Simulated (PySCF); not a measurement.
## The third ionisation energy along the lanthanides

Calculated with PySCF 2.14 from differences of total energies of unrestricted determinants, without spin-orbit coupling. Values in eV. The last column holds reference values (NIST; (s) semi-empirical, (t) theoretical, else measured). Unmarked ones compare directly (S terms, centres of terms, or small fine structure); those marked * lie between the lowest fine-structure levels and include a spin-orbit shift.

```tsv
element	configurations	UHF	PBE	PBE0	r2SCAN	SCS-MP2 (valence)	MP2 (valence and next inner shell)	reference
La (x2c-TZVPPall, spin-free X2C)	[Xe] 5d1 → [Xe]	18.162	19.269	19.195	19.112	18.581	18.550	19.177 *
Ce (x2c-TZVPPall, spin-free X2C)	[Xe] 4f2 → [Xe] 4f1	17.985	21.279	20.730	21.154	18.868	19.246	20.197 (s) *
Pr (x2c-TZVPPall, spin-free X2C)	[Xe] 4f3 → [Xe] 4f2	19.410	22.603	22.071	22.589	20.366	20.909	21.624 *
Nd (x2c-TZVPPall, spin-free X2C)	[Xe] 4f4 → [Xe] 4f3	19.808	23.224	22.648	22.922	20.907	21.765	22.09 ± 0.04 (s) *
Pm (x2c-TZVPPall, spin-free X2C)	[Xe] 4f5 → [Xe] 4f4	20.107	23.771	23.145	23.185	21.348	22.522	22.44 ± 0.08 (s) *
Sm (x2c-TZVPPall, spin-free X2C)	[Xe] 4f6 → [Xe] 4f5	21.287	24.770	24.180	24.243	22.595	23.894	23.55 ± 0.08 (s) *
Eu (x2c-TZVPPall, spin-free X2C)	[Xe] 4f7 → [Xe] 4f6	22.533	26.101	25.483	25.687	23.923	25.370	24.84 ± 0.03 (s) *
Gd (x2c-TZVPPall, spin-free X2C)	[Xe] 4f7 5d1 → [Xe] 4f7	19.492	20.447	20.402	20.444	20.010	20.235	20.54 ± 0.03 (s) *
Tb (x2c-TZVPPall, spin-free X2C)	[Xe] 4f9 → [Xe] 4f8	17.343	23.156	22.027	22.420	20.993	21.628	21.82 ± 0.03 (s) *
Dy (x2c-TZVPPall, spin-free X2C)	[Xe] 4f10 → [Xe] 4f9	18.496	24.080	23.002	23.511	22.409	23.133	22.89 ± 0.03 (s) *
Ho (x2c-TZVPPall, spin-free X2C)	[Xe] 4f11 → [Xe] 4f10	18.464	24.207	23.100	23.320	22.760	23.715	22.79 ± 0.03 (s) *
Er (x2c-TZVPPall, spin-free X2C)	[Xe] 4f12 → [Xe] 4f11	18.375	24.326	23.178	23.121	23.058	24.269	22.7 ± 0.03 (s) *
Tm (x2c-TZVPPall, spin-free X2C)	[Xe] 4f13 → [Xe] 4f12	19.437	25.117	24.028	24.021	24.380	25.696	23.66 ± 0.03 (s) *
Yb (x2c-TZVPPall, spin-free X2C)	[Xe] 4f14 → [Xe] 4f13	20.649	26.405	25.288	25.470	25.875	27.310	25.053 ± 0.025 (s) *
Lu (x2c-TZVPPall, spin-free X2C)	[Xe] 4f14 6s1 → [Xe] 4f14	19.951	21.216	20.961	20.832	20.741	20.968	20.959
```

For Ce, Pr, Nd, Pm, Sm, Tb, Dy, Ho, Er, Tm a determinant mixes LS terms or the coupling is close to jj, so these rows are model values.

"Valence" correlates the outer s and p shells and, in groups 3 to 12 and the f block, the outer d or f shell, open or full, or the next shell where the ion has no valence electron left; the wider scheme adds the next inner shell.
